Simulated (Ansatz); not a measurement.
Geometry optimisation, RHF/def2-SVP in Ansatz.

The input (input.yaml):

```yaml
crystal:
  periodic: [false, false, false]
  atoms:
    - { symbol: B, position_ang: [0.0, 0.0, 0.0] }
    - { symbol: F, position_ang: [0.0, 0.0, 1.32] }
    - { symbol: Cl, position_ang: [1.6108, 0.0, -0.93] }
    - { symbol: C, position_ang: [-1.3856, 0.0, -0.8] }
    - { symbol: H, position_ang: [-1.9458, -0.9305, -0.5708] }
    - { symbol: H, position_ang: [-1.9898, 0.8797, -0.4946] }
    - { symbol: H, position_ang: [-1.1839, 0.0508, -1.8903] }
basis:
  gaussian: { orbitals: def2-SVP }
hamiltonian:
  xc: hf
relax:
  f_tol: 0.02
  max_steps: 40
```

Run as:

```bash
$ ansatz run input.yaml --threads 1 --pin off --max-ram 2048MiB --backend cpu --events-out ev --progress --plain --runs-dir out
```

Q: Where does it end, and by what steps?

A: The run converged. After 6 steps the energy has fallen by 0.162 eV; Cl3 moved furthest, 0.09 Å.

| step | energy less start (eV) | largest force component (eV/Å) | accepted |
| --- | --- | --- | --- |
| 0 | 0.0000 | 1.443 | yes |
| 1 | -0.1392 | 0.724 | yes |
| 2 | -0.1592 | 0.185 | yes |
| 3 | -0.1493 | 0.569 | no |
| 4 | -0.1616 | 0.071 | yes |
| 5 | -0.1617 | 0.020 | yes |
| 6 | -0.1618 | 0.004 | yes |

```xyz
7
Properties=species:S:1:pos:R:3
B 0.002 0.002 -0.043
F 0.013 0.003 1.267
Cl 1.582 -0.008 -0.841
C -1.360 0.004 -0.816
H -1.915 -0.903 -0.558
H -1.968 0.848 -0.478
H -1.249 0.053 -1.897
```

Run time: 9.3 s on 1 thread of Arm Neoverse V2 (shared host), peak memory 0.13 GiB.
